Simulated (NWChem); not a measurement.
Species: BaHSF; SMILES [F][Ba][SH]

```xyz
4

Ba     0.2709     0.4002    -0.0017
F     -1.5081     1.7310     0.0015
S     -0.3021    -2.4501    -0.0017
H      1.0134    -2.7775    -0.0027
```
Atoms are numbered in this order, from 1.

Program: NWChem. Geometry: optimised at PBE0/def2-SVP. def2 effective core potentials on Ba; no spin-orbit coupling. Static field.

### Question
Among these, which level gives the highest value of “anisotropy (bohr³)”?
(A) LC-BLYP (range parameter 0.33 per bohr)/def2-SVPD
(B) CAM-B3LYP/def2-SVPD
(C) PBE/def2-SVPD
(D) B3LYP/def2-SVPD

### Answer
C, PBE/def2-SVPD. Values: LC-BLYP (range parameter 0.33 per bohr)/def2-SVPD 30.0; CAM-B3LYP/def2-SVPD 32.1; B3LYP/def2-SVPD 39.3; PBE/def2-SVPD 45.4
